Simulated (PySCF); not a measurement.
Circular dichroism: SMILES O(C)C([SiH3])=C=C[SiH3], C4H10OSi2

Geometry:
```csv
atom,x (Å),y (Å),z (Å)
C1,-1.256,-1.512,0.315
O2,-1.407,-0.144,0.040
C3,-0.348,0.466,-0.555
Si4,-0.604,2.307,-0.862
C5,0.780,-0.116,-0.920
C6,1.955,-0.600,-1.253
Si7,3.399,-0.614,-0.056
H8,-2.185,-1.850,0.792
H9,-1.085,-2.090,-0.611
H10,-0.406,-1.692,0.996
H11,0.637,2.859,-1.476
H12,-0.889,2.998,0.431
H13,-1.765,2.516,-1.779
H14,2.096,-1.009,-2.266
H15,3.884,-2.013,0.160
H16,4.542,0.181,-0.603
H17,2.958,-0.031,1.245
```

Method used: TDDFT CAM-B3LYP/aug-cc-pVDZ circular dichroism and optical rotation, one conformer, gas phase (PySCF). Geometry: PBE0-D3(BJ)/def2-SVP.

No stereocentre is labelled: unless the shape is locked (an allene, a helicene, a hindered biaryl), the mirror image is equally populated and a measured rotation or CD is zero.

(1) List the lowest 12 singlet excitations with oscillator and rotatory strengths.

## Answers

(1) Rotatory strengths R in 10⁻⁴⁰ esu² cm², velocity form and length form (origin at the centre of mass); f in length form.
| state | E (eV) | λ (nm) | f | R (velocity) | R (length) | main |
| --- | --- | --- | --- | --- | --- | --- |
| 1 | 4.23 | 293 | 0.0008 | -1.9 | -2.2 | HOMO→LUMO+1 0.63, HOMO→LUMO 0.29 |
| 2 | 5.69 | 218 | 0.009 | -14.6 | -15.0 | HOMO→LUMO 0.58, HOMO→LUMO+1 0.20 |
| 3 | 6.13 | 202 | 0.177 | +21.3 | +21.8 | HOMO→LUMO+2 0.27, HOMO→LUMO+5 0.23 |
| 4 | 6.40 | 194 | 0.031 | +0.2 | +0.2 | HOMO→LUMO+3 0.42, HOMO→LUMO+4 0.27 |
| 5 | 6.44 | 192 | 0.026 | +21.2 | +21.8 | HOMO→LUMO+4 0.33, HOMO→LUMO+3 0.21 |
| 6 | 6.47 | 192 | 0.024 | -38.2 | -38.9 | HOMO−1→LUMO+5 0.18, HOMO−1→LUMO+10 0.17 |
| 7 | 6.55 | 189 | 0.259 | +35.5 | +35.2 | HOMO→LUMO+5 0.38, HOMO→LUMO+4 0.15 |
| 8 | 6.64 | 187 | 0.438 | +91.2 | +91.1 | HOMO→LUMO+2 0.28, HOMO−1→LUMO+1 0.23 |
| 9 | 6.77 | 183 | 0.042 | -23.9 | -24.3 | HOMO→LUMO+7 0.48, HOMO→LUMO+3 0.15 |
| 10 | 6.83 | 182 | 0.022 | -37.2 | -36.6 | HOMO→LUMO+8 0.65 |
| 11 | 6.90 | 180 | 0.050 | -36.9 | -37.0 | HOMO−1→LUMO 0.30, HOMO−1→LUMO+1 0.24 |
| 12 | 6.94 | 179 | 0.019 | +4.6 | +4.5 | HOMO→LUMO+6 0.60 |

Among the states computed, the strongest CD band (largest |R|) is state 8. The largest dissymmetry factor in size, g = 4R/(D+G), with D and G the electric and magnetic dipole strengths, is -0.021 for state 1 (velocity form, f = 0.0006), among bands with |R| over 0.5. The mirror image has the same energies and oscillator strengths and all R with the opposite sign.
